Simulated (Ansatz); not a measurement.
Calculated with Ansatz (gas phase, PBE0-D4/def2-TZVP geometries, no zero-point term in ΔE). CCSD(T)/CBS adds triple-zeta CCSD(T) − MP2 to the extrapolated MP2 energy (def2 sets, frozen cores). This one scheme is used for every species. Functionals use def2-TZVPP. HSE06 is defined as in plane-wave codes. Open shells (•) are unrestricted, without spin–orbit coupling. One conformer a species, not always the lowest.

Consider the homolysis of the B–O bond: `BOCC` → `[BH2]`• + `CC[O]`•.

```json
{"level": "B97M-V", "ΔE (kJ/mol)": "600.9", "difference from CCSD(T)/CBS": "-21.7"}
{"level": "PBE0-D4", "ΔE (kJ/mol)": "595.6", "difference from CCSD(T)/CBS": "-27.0"}
{"level": "r2SCAN0-D4", "ΔE (kJ/mol)": "579.0", "difference from CCSD(T)/CBS": "-43.6"}
{"level": "HSE06-D4", "ΔE (kJ/mol)": "596.0", "difference from CCSD(T)/CBS": "-26.6"}
{"level": "ωB97M-V", "ΔE (kJ/mol)": "616.8", "difference from CCSD(T)/CBS": "-5.8"}
{"level": "B2PLYP", "ΔE (kJ/mol)": "604.8", "difference from CCSD(T)/CBS": "-17.8"}
{"level": "revPBE", "ΔE (kJ/mol)": "566.5", "difference from CCSD(T)/CBS": "-56.1"}
{"level": "PBE0", "ΔE (kJ/mol)": "591.0", "difference from CCSD(T)/CBS": "-31.6"}
{"level": "CAM-B3LYP", "ΔE (kJ/mol)": "600.4", "difference from CCSD(T)/CBS": "-22.2"}
{"level": "HF/def2-SVP", "ΔE (kJ/mol)": "471.5", "difference from CCSD(T)/CBS": "-151.1"}
{"level": "CCSD(T)/def2-SVP", "ΔE (kJ/mol)": "612.2", "difference from CCSD(T)/CBS": "-10.4"}
{"level": "SCS-MP2/def2-TZVPP", "ΔE (kJ/mol)": "630.9", "difference from CCSD(T)/CBS": "8.3"}
{"level": "CCSD/def2-TZVPP", "ΔE (kJ/mol)": "597.0", "difference from CCSD(T)/CBS": "-25.6"}
{"level": "SCS-MP2/def2-QZVPP", "ΔE (kJ/mol)": "639.4", "difference from CCSD(T)/CBS": "16.8"}
{"level": "HF/CBS(def2)", "ΔE (kJ/mol)": "461.2", "difference from CCSD(T)/CBS": "-161.4"}
{"level": "MP2/CBS(def2)", "ΔE (kJ/mol)": "657.6", "difference from CCSD(T)/CBS": "35.0"}
{"level": "CCSD(T)/CBS", "ΔE (kJ/mol)": "622.6", "difference from CCSD(T)/CBS": "0"}
```

Largest T1 diagnostic among the species: 0.018.

From PBE to PBE0 (25 % exact exchange), in def2-TZVPP and without D4, ΔE moves by −4.1 kJ/mol: exact exchange takes away binding that semilocal exchange gives to molecules. Leaving LDA and LC-ωPBE aside and taking each functional with its dispersion term where it has one, the values spread over 37.8 kJ/mol, from r2SCAN0-D4 to ωB97M-V. LDA lies +83.7 kJ/mol from PBE without D4, its usual overbinding.
